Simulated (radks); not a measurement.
Effect of the nuclear size on neutral erbium, [Xe] 4f12 6s2. Method: Dirac Kohn-Sham, PBE, spin-unpolarised, spherical densities, finite nucleus; open shells fill j = l - 1/2 first; Fermi nuclear charge, rms radius 5.2516 fm; computed with a radial shooting solver on a logarithmic mesh with Libxc functionals. The rms radius is varied about that value; shifts are against it.

rms radius (fm)  total energy shift (eV)  density at nucleus (e/bohr^3)  1s1/2 shift (meV)  2s1/2 shift (meV)  5s1/2 shift (meV)  5p1/2 shift (meV)  6s1/2 shift (meV)  4f7/2 shift (meV)  6p1/2 (empty) shift (meV)
4.5479                             -8.05                      9.099e+05              -3300               -440              -3.31              0.349             -0.119              0.592                      0.118
5.0573                             -2.30                      8.824e+05               -944               -126             -0.949              0.100             -0.034              0.169                      0.034
5.2516                                 0                      8.728e+05              0.000              0.000              0.000              0.000              0.000              0.000                      0.000
5.6245                              4.60                      8.556e+05               1880                251               1.89             -0.199              0.068             -0.338                     -0.068
6.3597                              14.3                      8.257e+05               5860                782               5.89             -0.620              0.212              -1.05                     -0.210

Slopes of the eigenvalues against <r^2> in GHz/fm^2, as finite differences over the two radii next to the reference (eigenvalue slopes, not the field-shift constants of lines): 1s1/2 113000, 2s1/2 15100, 5s1/2 113, 5p1/2 -11.9, 6s1/2 4.08, 4f7/2 -20.2, 6p1/2 (empty) -4.05.
